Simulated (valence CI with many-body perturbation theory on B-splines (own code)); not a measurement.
Forbidden lines of S⁺

Computed by configuration interaction combined with many-body perturbation theory (CI+MBPT): five valence electrons over a frozen Dirac-Fock core [Ne], radial functions for each j: 9 s, 9 p, 8 d, 6 f, 3 g, 1 h, with the one-electron correlation potential Σ1, the two-electron term Σ2, the three-electron term Σ3, Breit, model QED; selected CI, second order for the rest, scaled by the run's own slope (own B-spline code, finite nucleus).

Set against measurement, 50 paired levels are off by 81 cm⁻¹ on average, the worst by 269. Among the levels kept, up to 1700 cm⁻¹ of a level comes from second order outside the variational space, and about a tenth of that is noise between levels of different J, which matters for small intervals.

Lines 1 to 23 of 23 in falling wavelength, among levels below 16.966 eV, chosen from the decays that carry over 1 % of a level's rate. Wavelengths and rates use the calculated energies, so an error of 80 cm⁻¹ moves a line at 17310 Å by 1.4 % and its rate by three times that or more. Electric multipoles are in the length gauge, E1 and E2 with the static RPA response of the core. Weak lines are less certain than strong ones. Lines between different terms over intervals too small for the method are left out, as are lines whose strength nearly cancels.

Names give the largest LS component (configuration and term), which can be under half, so a name can repeat, a term be missing and a line seem to break the LS rules; names also repeat where a configuration has a term twice.

| λ vac (Å) | λ from measured levels | Upper | Lower | Type | A (s⁻¹) | Branch % |
| --- | --- | --- | --- | --- | --- | --- |
| 17310 | 17860 | 3s²3p²3d ²G_9/2 | 3s²3p²4s ²D_5/2 | E2 | 2.41e-02 | 1.1 |
| 10300 | 10370 | 3s²3p³ ²P°_1/2 | 3s²3p³ ²D°_5/2 | E2 | 6.96e-02 | 21.9 |
| 10280 | 10340 | 3s²3p³ ²P°_1/2 | 3s²3p³ ²D°_3/2 | E2 | 1.05e-01 | 33.3 |
| 10280 | 10340 | 3s²3p³ ²P°_1/2 | 3s²3p³ ²D°_3/2 | M1 | 4.67e-02 | 14.8 |
| 10250 | 10320 | 3s²3p³ ²P°_3/2 | 3s²3p³ ²D°_5/2 | E2 | 1.24e-01 | 23.2 |
| 10250 | 10320 | 3s²3p³ ²P°_3/2 | 3s²3p³ ²D°_5/2 | M1 | 4.24e-02 | 8.0 |
| 10220 | 10290 | 3s²3p³ ²P°_3/2 | 3s²3p³ ²D°_3/2 | M1 | 7.59e-02 | 14.2 |
| 10220 | 10290 | 3s²3p³ ²P°_3/2 | 3s²3p³ ²D°_3/2 | E2 | 5.32e-02 | 10.0 |
| 8320 | 8444 | 3s²3p²3d ²G_9/2 | 3s²3p²3d ²F_7/2 | E2 | 3.02e-02 | 1.4 |
| 6670 | 6733 | 3s²3p³ ²D°_3/2 | 3s²3p³ ⁴S°_3/2 | M1 | 7.32e-04 | 81.2 |
| 6670 | 6733 | 3s²3p³ ²D°_3/2 | 3s²3p³ ⁴S°_3/2 | E2 | 1.69e-04 | 18.8 |
| 6658 | 6718 | 3s²3p³ ²D°_5/2 | 3s²3p³ ⁴S°_3/2 | E2 | 2.61e-04 | 94.1 |
| 6658 | 6718 | 3s²3p³ ²D°_5/2 | 3s²3p³ ⁴S°_3/2 | M1 | 1.61e-05 | 5.8 |
| 6026 | 6112 | 3s²3p²3d ²G_9/2 | 3s²3p²3d ⁴F_9/2 | M1 | 6.89e-02 | 3.1 |
| 5936 | 6017 | 3s²3p²3d ²G_9/2 | 3s²3p²3d ⁴F_7/2 | M1 | 2.64e-02 | 1.2 |
| 4044 | 4078 | 3s²3p³ ²P°_1/2 | 3s²3p³ ⁴S°_3/2 | M1 | 9.52e-02 | 30.0 |
| 4037 | 4070 | 3s²3p³ ²P°_3/2 | 3s²3p³ ⁴S°_3/2 | M1 | 2.37e-01 | 44.6 |
| 3394 | 3424 | 3s²3p²3d ²G_9/2 | 3s3p⁴ ²D_5/2 | E2 | 1.93e+00 | 86.1 |
| 3175 | 3188 | 3s²3p²3d ⁴F_9/2 | 3s3p⁴ ⁴P_5/2 | E2 | 6.74e-01 | 70.1 |
| 1044 | 1043 | 3s²3p²3d ⁴F_9/2 | 3s²3p³ ²D°_5/2 | M2 | 2.57e-01 | 26.7 |
| 902.6 | 902.8 | 3s²3p²3d ⁴F_9/2 | 3s²3p³ ⁴S°_3/2 | E3 | 3.02e-02 | 3.1 |
| 889.9 | 890.9 | 3s²3p²3d ²G_9/2 | 3s²3p³ ²D°_5/2 | M2 | 9.71e-02 | 4.3 |
| 889.9 | 890.9 | 3s²3p²3d ²G_9/2 | 3s²3p³ ²D°_5/2 | E3 | 2.56e-02 | 1.1 |
